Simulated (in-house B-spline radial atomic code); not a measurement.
Inner levels of iodine as electrons are removed. A shift is the extra binding of the orbital against the neutral atom ([Kr] 4d10 5s2 5p1/2(2) 5p3/2(3)). The density at the nucleus is averaged over the nuclear charge. Computed with a B-spline radial code for spherical atoms: Dirac-Hartree-Fock, jj configuration that fills j = l - 1/2 first, finite nuclei.

A number in brackets counts the electrons of a j subshell.

```json
{"ion": "I", "configuration": "[Kr] 4d10 5s2 5p1/2(2) 5p3/2(3)", "shift of 3p1/2 (eV)": "0", "shift of 2p3/2 (eV)": "0", "shift of 3s1/2 (eV)": "0", "radius of 3p1/2 (bohr)": "0.30301", "radius of 2p3/2 (bohr)": "0.10421", "radius of 3s1/2 (bohr)": "0.31224", "Σ<r²> (bohr²)": "61.875", "change of density at nucleus (bohr⁻³)": "-"}
{"ion": "I+", "configuration": "[Kr] 4d10 5s2 5p1/2(2) 5p3/2(2)", "shift of 3p1/2 (eV)": "9.552", "shift of 2p3/2 (eV)": "9.5418", "shift of 3s1/2 (eV)": "9.5333", "radius of 3p1/2 (bohr)": "0.303", "radius of 2p3/2 (bohr)": "0.10421", "radius of 3s1/2 (bohr)": "0.31224", "Σ<r²> (bohr²)": "50.645", "change of density at nucleus (bohr⁻³)": "8.83"}
{"ion": "I2+", "configuration": "[Kr] 4d10 5s2 5p1/2(2) 5p3/2(1)", "shift of 3p1/2 (eV)": "20.374", "shift of 2p3/2 (eV)": "20.373", "shift of 3s1/2 (eV)": "20.332", "radius of 3p1/2 (bohr)": "0.30299", "radius of 2p3/2 (bohr)": "0.10421", "radius of 3s1/2 (bohr)": "0.31223", "Σ<r²> (bohr²)": "41.977", "change of density at nucleus (bohr⁻³)": "19.298"}
{"ion": "I3+", "configuration": "[Kr] 4d10 5s2 5p1/2(2)", "shift of 3p1/2 (eV)": "32.29", "shift of 2p3/2 (eV)": "32.321", "shift of 3s1/2 (eV)": "32.219", "radius of 3p1/2 (bohr)": "0.30298", "radius of 2p3/2 (bohr)": "0.10421", "radius of 3s1/2 (bohr)": "0.31222", "Σ<r²> (bohr²)": "34.882", "change of density at nucleus (bohr⁻³)": "31.101"}
{"ion": "I4+", "configuration": "[Kr] 4d10 5s2 5p1/2(1)", "shift of 3p1/2 (eV)": "45.307", "shift of 2p3/2 (eV)": "45.569", "shift of 3s1/2 (eV)": "45.33", "radius of 3p1/2 (bohr)": "0.30299", "radius of 2p3/2 (bohr)": "0.10421", "radius of 3s1/2 (bohr)": "0.31221", "Σ<r²> (bohr²)": "29.054", "change of density at nucleus (bohr⁻³)": "42.324"}
{"ion": "I5+", "configuration": "[Kr] 4d10 5s2", "shift of 3p1/2 (eV)": "59.249", "shift of 2p3/2 (eV)": "59.809", "shift of 3s1/2 (eV)": "59.386", "radius of 3p1/2 (bohr)": "0.30301", "radius of 2p3/2 (bohr)": "0.1042", "radius of 3s1/2 (bohr)": "0.31219", "Σ<r²> (bohr²)": "24.032", "change of density at nucleus (bohr⁻³)": "54.354"}
{"ion": "I6+", "configuration": "[Kr] 4d10 5s1", "shift of 3p1/2 (eV)": "75.117", "shift of 2p3/2 (eV)": "75.855", "shift of 3s1/2 (eV)": "75.143", "radius of 3p1/2 (bohr)": "0.30299", "radius of 2p3/2 (bohr)": "0.1042", "radius of 3s1/2 (bohr)": "0.31221", "Σ<r²> (bohr²)": "20.18", "change of density at nucleus (bohr⁻³)": "-26.032"}
{"ion": "I7+", "configuration": "[Kr] 4d10", "shift of 3p1/2 (eV)": "91.744", "shift of 2p3/2 (eV)": "92.699", "shift of 3s1/2 (eV)": "91.641", "radius of 3p1/2 (bohr)": "0.30297", "radius of 2p3/2 (bohr)": "0.1042", "radius of 3s1/2 (bohr)": "0.31222", "Σ<r²> (bohr²)": "16.696", "change of density at nucleus (bohr⁻³)": "-119.19"}
{"ion": "I8+", "configuration": "[Kr] 4d3/2(4) 4d5/2(5)", "shift of 3p1/2 (eV)": "119.2", "shift of 2p3/2 (eV)": "120.77", "shift of 3s1/2 (eV)": "119.01", "radius of 3p1/2 (bohr)": "0.30285", "radius of 2p3/2 (bohr)": "0.1042", "radius of 3s1/2 (bohr)": "0.31211", "Σ<r²> (bohr²)": "15.287", "change of density at nucleus (bohr⁻³)": "-97.675"}
{"ion": "I9+", "configuration": "[Kr] 4d3/2(4) 4d5/2(4)", "shift of 3p1/2 (eV)": "147.88", "shift of 2p3/2 (eV)": "150.21", "shift of 3s1/2 (eV)": "147.58", "radius of 3p1/2 (bohr)": "0.3027", "radius of 2p3/2 (bohr)": "0.10419", "radius of 3s1/2 (bohr)": "0.31198", "Σ<r²> (bohr²)": "13.995", "change of density at nucleus (bohr⁻³)": "-73.904"}
{"ion": "I10+", "configuration": "[Kr] 4d3/2(4) 4d5/2(3)", "shift of 3p1/2 (eV)": "177.72", "shift of 2p3/2 (eV)": "180.98", "shift of 3s1/2 (eV)": "177.31", "radius of 3p1/2 (bohr)": "0.30253", "radius of 2p3/2 (bohr)": "0.10418", "radius of 3s1/2 (bohr)": "0.31182", "Σ<r²> (bohr²)": "12.802", "change of density at nucleus (bohr⁻³)": "-47.942"}
{"ion": "I11+", "configuration": "[Kr] 4d3/2(4) 4d5/2(2)", "shift of 3p1/2 (eV)": "208.71", "shift of 2p3/2 (eV)": "213.05", "shift of 3s1/2 (eV)": "208.17", "radius of 3p1/2 (bohr)": "0.30233", "radius of 2p3/2 (bohr)": "0.10417", "radius of 3s1/2 (bohr)": "0.31165", "Σ<r²> (bohr²)": "11.695", "change of density at nucleus (bohr⁻³)": "-19.822"}
{"ion": "I12+", "configuration": "[Kr] 4d3/2(4) 4d5/2(1)", "shift of 3p1/2 (eV)": "240.8", "shift of 2p3/2 (eV)": "246.41", "shift of 3s1/2 (eV)": "240.13", "radius of 3p1/2 (bohr)": "0.30211", "radius of 2p3/2 (bohr)": "0.10416", "radius of 3s1/2 (bohr)": "0.31145", "Σ<r²> (bohr²)": "10.665", "change of density at nucleus (bohr⁻³)": "10.447"}
{"ion": "I13+", "configuration": "[Kr] 4d3/2(4)", "shift of 3p1/2 (eV)": "273.98", "shift of 2p3/2 (eV)": "281.02", "shift of 3s1/2 (eV)": "273.15", "radius of 3p1/2 (bohr)": "0.30186", "radius of 2p3/2 (bohr)": "0.10415", "radius of 3s1/2 (bohr)": "0.31123", "Σ<r²> (bohr²)": "9.7013", "change of density at nucleus (bohr⁻³)": "42.801"}
{"ion": "I14+", "configuration": "[Kr] 4d3/2(3)", "shift of 3p1/2 (eV)": "308.26", "shift of 2p3/2 (eV)": "317.55", "shift of 3s1/2 (eV)": "307.47", "radius of 3p1/2 (bohr)": "0.30154", "radius of 2p3/2 (bohr)": "0.10414", "radius of 3s1/2 (bohr)": "0.31097", "Σ<r²> (bohr²)": "8.8088", "change of density at nucleus (bohr⁻³)": "78.197"}
{"ion": "I15+", "configuration": "[Kr] 4d3/2(2)", "shift of 3p1/2 (eV)": "343.57", "shift of 2p3/2 (eV)": "355.33", "shift of 3s1/2 (eV)": "342.82", "radius of 3p1/2 (bohr)": "0.30119", "radius of 2p3/2 (bohr)": "0.10413", "radius of 3s1/2 (bohr)": "0.31069", "Σ<r²> (bohr²)": "7.9697", "change of density at nucleus (bohr⁻³)": "115.7"}
{"ion": "I16+", "configuration": "[Kr] 4d3/2(1)", "shift of 3p1/2 (eV)": "379.89", "shift of 2p3/2 (eV)": "394.36", "shift of 3s1/2 (eV)": "379.18", "radius of 3p1/2 (bohr)": "0.30082", "radius of 2p3/2 (bohr)": "0.10412", "radius of 3s1/2 (bohr)": "0.31039", "Σ<r²> (bohr²)": "7.1791", "change of density at nucleus (bohr⁻³)": "155.29"}
```
